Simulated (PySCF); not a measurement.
Assigning NMR signals

Numbering as in the mapped SMILES `[CH3:1][CH2:2][B:3]([O:4][CH3:5])[O:6][CH3:7]`; H(Xn) means a hydrogen on atom n.

- PBE0-D3(BJ)/def2-SVP structure
- shieldings: GIAO PBE0/pcSseg-1
- spin–spin couplings from B3LYP/pcJ-1 (spin–dipole term only in couplings to heteroatoms)
- code: PySCF 2.14
- rapidly exchanging positions averaged, non-relativistic, one computed conformer, no solvent

Chemical shifts δ = σref − σ; 13C (184.41 ppm) and 1H (31.27 ppm) vs TMS, all at this level.

Question: Assign these signals to the numbered atoms. 13C{1H} NMR (computed): δ 51.6, 9.5, 7.3.

Answer: 
51.6 → C5/C7, methyl carbon bonded to O: the inductive effect lowers its shielding
9.5 → C1, methyl carbon: saturated and bonded to C and H only
7.3 → C2, sp3 CH2 bonded to B

Question: Assign these signals to the numbered atoms. 1H NMR (500 MHz, computed): δ 3.56 (s, 6H), 0.92 (t, J = 8.7 Hz, 3H), 0.56 (q, J = 8.7 Hz, 2H).

Answer: 
3.56 → H(C5)/H(C7), hydrogen on a methyl carbon bonded to O: its carbon carries O, an electronegative neighbour
0.92 → H(C1), hydrogen on a methyl carbon
0.56 → H(C2), hydrogen on an sp3 CH2 bonded to B

A carbon bonded to boron is broadened by the quadrupolar boron nucleus and is often missing from a measured spectrum. Multiplet labels drop couplings under 1 Hz and merge nearly equal ones. Unscaled 3J(H,H) at this level run about 10 % above measured values. Shifts are as computed. Against solution values, carbons near 30 ppm lie about +2 ppm off and those near 130 ppm about +5 ppm. Of 1211 compounds with measured shifts, 218 miss one by over three times the rms of a fit or turn the order of signals round; such compounds aren't used in these exercises.
